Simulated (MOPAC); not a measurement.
MOPAC input (MNDO):

```
MNDO 1SCF UHF MS=0.5 GEO-OK AUX(PRECISION=9) THREADS=1
C4H5GeO

Ge    1.56828700 1   -0.13109300 1   -0.16103300 1
C    -0.33939800 1   -0.05472900 1    0.09541800 1
C    -1.26353600 1   -0.99858500 1    0.46529300 1
C    -2.54814000 1   -0.39353000 1    0.36694800 1
C    -2.33345200 1    0.87490700 1   -0.07124300 1
O    -1.00809600 1    1.09895200 1   -0.24906600 1
H     2.20293700 1    1.23568600 1    0.17661800 1
H     2.11488200 1   -1.25988200 1    0.74138800 1
H    -1.04170700 1   -2.00442100 1    0.78066600 1
H    -3.50197200 1   -0.83815200 1    0.59487000 1
H    -2.98739900 1    1.70176000 1   -0.28645400 1
```

From the output:

```
                                                       MOPAC v23.2.5 Linux

          FINAL HEAT OF FORMATION =         16.89927 KCAL/MOL =      70.70655 KJ/MOL

          COSMO AREA              =        140.03 SQUARE ANGSTROMS
          COSMO VOLUME            =        132.65 CUBIC ANGSTROMS

          IONIZATION POTENTIAL    =          8.120196 EV
          ALPHA SOMO LUMO (EV)    =         -8.120  0.884
          BETA  SOMO LUMO (EV)    =         -9.243  0.093
          NO. OF ALPHA ELECTRONS  =         16
          NO. OF BETA  ELECTRONS  =         15
          MOLECULAR WEIGHT        =        141.6729         POINT GROUP:  C1

          MOLECULAR DIMENSIONS (Angstroms)

            Atom       Atom       Distance
            H    10    H     7     6.08455
            H    11    H     8     4.70560
            H    10   Ge     1     0.68604

          SCF CALCULATIONS        =          1

   ATOM   CHEMICAL          X               Y               Z
  NUMBER   SYMBOL      (ANGSTROMS)     (ANGSTROMS)     (ANGSTROMS)

     1      Ge          1.56828700  *  -0.13109300  *  -0.16103300  *
     2       C         -0.33939800  *  -0.05472900  *   0.09541800  *
     3       C         -1.26353600  *  -0.99858500  *   0.46529300  *
     4       C         -2.54814000  *  -0.39353000  *   0.36694800  *
     5       C         -2.33345200  *   0.87490700  *  -0.07124300  *
     6       O         -1.00809600  *   1.09895200  *  -0.24906600  *
     7       H          2.20293700  *   1.23568600  *   0.17661800  *
     8       H          2.11488200  *  -1.25988200  *   0.74138800  *
     9       H         -1.04170700  *  -2.00442100  *   0.78066600  *
    10       H         -3.50197200  *  -0.83815200  *   0.59487000  *
    11       H         -2.98739900  *   1.70176000  *  -0.28645400  *

                             CARTESIAN COORDINATES

   1   Ge        1.568287000    -0.131093000    -0.161033000
   2    C       -0.339398000    -0.054729000     0.095418000
   3    C       -1.263536000    -0.998585000     0.465293000
   4    C       -2.548140000    -0.393530000     0.366948000
   5    C       -2.333452000     0.874907000    -0.071243000
   6    O       -1.008096000     1.098952000    -0.249066000
   7    H        2.202937000     1.235686000     0.176618000
   8    H        2.114882000    -1.259882000     0.741388000
   9    H       -1.041707000    -2.004421000     0.780666000
  10    H       -3.501972000    -0.838152000     0.594870000
  11    H       -2.987399000     1.701760000    -0.286454000

           Empirical Formula: C4 H5 O Ge  =    11 atoms

      MOLECULAR POINT GROUP   :   C1

          ALPHA EIGENVALUES
 -46.79329 -35.03474 -30.56293 -21.97872 -21.38678 -18.05800 -15.47694 -15.34064
 -14.48656 -13.82380 -13.48661 -12.09068 -11.71708 -10.33975  -9.29280  -8.12020
   0.88444   1.69176   1.93846   2.12070   2.62998   3.83204   4.43879   4.73664
   5.38404   5.57484   6.05855   6.45310   6.53041

           BETA EIGENVALUES
 -46.76667 -35.00470 -30.50956 -21.97346 -21.36475 -17.96882 -15.33378 -15.32627
 -14.21031 -13.78153 -13.44469 -12.13332 -11.60441 -10.26668  -9.24284   0.09271
   1.03092   1.85971   2.44108   2.52963   2.73251   3.84199   4.46419   4.86407
   5.35231   5.63713   6.04491   6.46847   6.52388

              NET ATOMIC CHARGES AND DIPOLE CONTRIBUTIONS

  ATOM NO.   TYPE          CHARGE      No. of ELECS.   s-Pop       p-Pop
    1         Ge           1.215135        2.7849     1.02652     1.75835
    2          C          -0.381139        4.3811     1.33663     3.04451
    3          C          -0.099284        4.0993     1.20884     2.89044
    4          C          -0.141892        4.1419     1.20332     2.93857
    5          C          -0.001245        4.0012     1.22591     2.77533
    6          O          -0.126807        6.1268     1.81679     4.31002
    7          H          -0.364585        1.3646     1.36458
    8          H          -0.375386        1.3754     1.37539
    9          H           0.080225        0.9198     0.91978
   10          H           0.085425        0.9146     0.91457
   11          H           0.109553        0.8904     0.89045
 DIPOLE           X         Y         Z       TOTAL
 POINT-CHG.     1.661    -0.708    -2.686     3.237
 HYBRID        -1.533     0.044     1.535     2.170
 SUM            0.128    -0.664    -1.151     1.335

          ATOMIC ORBITAL ELECTRON POPULATIONS

     Atom    s        px        py        pz
    1 Ge   1.02652   0.50445   0.55244   0.70146
    2  C   1.33663   1.14131   0.83556   1.06765
    3  C   1.20884   0.91328   0.94545   1.03171
    4  C   1.20332   0.94139   0.93009   1.06710
    5  C   1.22591   0.80888   0.94076   1.02570
    6  O   1.81679   1.18625   1.42308   1.70069
    7  H   1.36458
    8  H   1.37539
    9  H   0.91978
   10  H   0.91457
   11  H   0.89045

                    (SZ)    =    0.500000
                    (S**2)  =    0.890835

          ATOMIC ORBITAL SPIN POPULATIONS

    Atom   Total    s     px     py     pz
         Atomic
    1 Ge  1.0005  0.288  0.055  0.058  0.599
    2  C -0.3263 -0.018 -0.027 -0.039 -0.242
    3  C  0.3074  0.017  0.024  0.039  0.227
    4  C -0.2542 -0.015 -0.018 -0.038 -0.183
    5  C  0.2801  0.015  0.009  0.037  0.218
    6  O  0.0022  0.000 -0.007  0.007  0.001
    7  H  0.0020  0.002
    8  H  0.0038  0.004
    9  H -0.0144 -0.014
   10  H  0.0120  0.012
   11  H -0.0133 -0.013

 **********************
 *                    *
 * JOB ENDED NORMALLY *
 *                    *
 **********************

 == MOPAC DONE ==
```

The geometry given is a B3LYP-D3(BJ)/def2-TZVP minimum.

The determinant is spin-contaminated: <S^2> is 0.89 against 0.75 for a pure state.
